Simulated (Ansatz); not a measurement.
A made-up structure of CH₄SiTe, singlet:

```json
{"atom": "C1", "x (Å)": "-1.5434", "y (Å)": "0.6544", "z (Å)": "-0.3414"}
{"atom": "Si2", "x (Å)": "0.2403", "y (Å)": "0.2458", "z (Å)": "0.1697"}
{"atom": "Te3", "x (Å)": "1.3945", "y (Å)": "-2.2265", "z (Å)": "-0.1889"}
{"atom": "H4", "x (Å)": "-2.2880", "y (Å)": "-0.1456", "z (Å)": "-0.8649"}
{"atom": "H5", "x (Å)": "-1.9970", "y (Å)": "1.7646", "z (Å)": "-0.1495"}
{"atom": "H6", "x (Å)": "1.2459", "y (Å)": "1.3522", "z (Å)": "0.8824"}
{"atom": "H7", "x (Å)": "2.9477", "y (Å)": "-1.6450", "z (Å)": "0.4925"}
```

It is relaxed with PBE-D4/def2-SVP and then PBE0-D4/def2-TZVP (Ansatz 0.2.0). Atoms count as bonded within 1.22 times the sum of their covalent radii (H–H: 0.88 Å). The end point is not checked to be a true minimum.

**Question.** Does its bonding change? (Judge from chemistry; the calculation decides.)

**Answer.** The calculation gives: No: no bond forms or breaks.

Where it ends: The first stage lowers the energy by 1.26 eV in 6 steps. It ends as CH₄SiTe ([CH2][SiH][TeH]):
```
7
angstrom
C -1.3833 0.5884 -0.3080
Si 0.2064 0.2068 0.1498
Te 1.2315 -2.0109 -0.1597
H -2.0571 -0.1155 -0.7802
H -1.7776 1.5829 -0.1313
H 1.1162 1.1820 0.7896
H 2.6639 -1.4337 0.4397
```

Labels in which every atom is bracketed show which atoms are joined, not bond orders.

For scale, one of the runs: PBE0-D4/def2-TZVP relaxation, 142 basis functions, launched by `ansatz run in.yaml --threads 2 --pin off --events-out ev --progress --plain --max-ram 4352MiB`. Hardware: 2 CPU threads of an INTEL XEON PLATINUM 8581C, shared host. Wall time about 16 s.
